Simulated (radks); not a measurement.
Task: Au+, 78 electrons, occupied as [Xe] 4f14 5d10. Method: Dirac Kohn-Sham, PBE, spin-unpolarised, spherical densities, finite nucleus; Fermi nuclear charge, rms radius 5.4371 fm; computed with a radial shooting solver on a logarithmic mesh with Libxc functionals. Some entries of the table are withheld. Estimate them.

orbital  occ.  eigenvalue (eV)  <1/r> (bohr^-1)  <r^2> (bohr^2)
1s1/2       2        -80618.09            95.68       0.0003934
2s1/2       2        -14220.59            23.52        0.005940
2p1/2       2        -13641.25            23.49        0.004202
2p3/2       4        -11805.77            19.14        0.005390
3s1/2       2              (1)              (2)         0.03857
3p1/2       2        -3101.058            8.549         0.03516
3p3/2       4        -2696.033            7.416         0.04158
3d3/2       4        -2260.346            7.314         0.03190
3d5/2       6        -2173.289            7.055         0.03364
4s1/2       2        -736.3692            3.653          0.1871
4p1/2       2        -624.6519            3.544          0.1909
4p3/2       4        -527.5302            3.151          0.2236
4d3/2       4        -344.3814            2.947          0.2362
4d5/2       6        -326.2919            2.857          0.2479
5s1/2       2        -116.5244            1.476          0.9682
4f5/2       6         -91.4755            2.480          0.2975
4f7/2       8         -87.6646            2.445          0.3061
5p1/2       2         -80.3406            1.348           1.142
5p3/2       4         -63.9055            1.202           1.381
5d3/2       4         -16.2990           0.8625           2.806
5d5/2       6         -14.7316           0.8241           3.079

Result: 
(1) 3s1/2 eigenvalue (eV): -3362.542
(2) 3s1/2 <1/r> (bohr^-1): 8.634
